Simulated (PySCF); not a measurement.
Isomers of C8H12. Computed with PySCF, PBE0-D3(BJ)/def2-SVP geometry optimisation, gas phase. Energies are electronic, without zero-point or thermal terms, for one conformer each. No frequencies were run at this level. Point groups hold within 0.08 Å.

Task: Order them by energy at this level, lowest first, and give relative energies in kJ/mol.
A. `[CH3:1][C@@H:2]1[CH2:3][C@@H:4]1[C@H:5]1[CH:6]=[CH:7][CH2:8]1` with C3–C4–C5–C6 96°
B. `[CH3:1][C:2]#[C:3][CH2:4][CH:5]1[CH2:6][CH2:7][CH2:8]1` with C3–C4–C5–C6 66°, C4–C5–C6–C7 141°, C5–C6–C7–C8 -19°, C6–C7–C8–C5 19°, C4–C5–C8–C7 -142°
C. `[CH2:1]=[CH:2]/[CH:3]=[CH:4]\[C:5](=[CH2:6])[CH2:7][CH3:8]` with C1–C2–C3–C4 180°, C3–C4–C5–C6 173°, C4–C5–C7–C8 -71°

Result: C (0.0), A (42.0), B (55.3).

As drawn, the lowest has a C=C bond outside aromatic rings, which the highest lacks; the highest has a four-membered ring and a C≡C bond, which the lowest lacks.

| SMILES | E (Eh) | E rel (kJ/mol) | dipole (D) | point group | A, B, C (MHz) |
| --- | --- | --- | --- | --- | --- |
| C=C/C=C\C(=C)CC | -311.42337 | 0.0 | 0.34 | C1 | 3235, 1278, 984.0 |
| C[C@@H]1C[C@@H]1[C@H]1C=CC1 | -311.40736 | 42.0 | 0.28 | C1 | 4398, 1334, 1141 |
| CC#CCC1CCC1 | -311.40230 | 55.3 | 0.20 | C1 | 5827, 862.4, 784.7 |
